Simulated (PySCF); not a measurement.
Mo(F)2(OH)4 (F2H4MoO4), SMILES [OH][Mo]([F])([OH])([OH])([OH])[F], multiplicity 1. Atoms are numbered in the order given.

```xyz
11

Mo     0.0000     0.0000     0.0708
F      0.3293    -1.2391    -1.3109
F     -0.3293     1.2391    -1.3109
O      1.7392     0.7657    -0.0917
H      1.8479     1.3851    -0.8314
O     -1.7392    -0.7657    -0.0917
H     -1.8479    -1.3851    -0.8314
O      0.8346    -1.0916     1.3136
H      1.7879    -1.2599     1.3670
O     -0.8346     1.0916     1.3136
H     -1.7879     1.2599     1.3670
```

Geometry: r2SCAN-D4/def2-SVP. The multiplicity is an assumed one; other spin states were not compared. The def2 effective core potentials stand for the cores of Mo; spin–orbit coupling is left out. The values are those of a single conformer.

The numbers are results of PySCF with PBE/def2-TZVP, not measurements.

Computed frontier levels, gap, dipole moment and polarisability:
* **highest occupied level**: -7.74 eV
* **lowest empty level**: -4.17 eV
* **orbital gap**: 3.57 eV
* **dipole moment**: 0.94 D
* **quadrupole, principal values (traceless, Buckingham form, about the centre of nuclear charge)**: -5.98, -1.20, 7.18 D·Å
* **mean static polarisability**: 67.0 bohr³ (9.93 Å³)
* **polarisability, principal values**: 62.1, 62.8, 76.1 bohr³
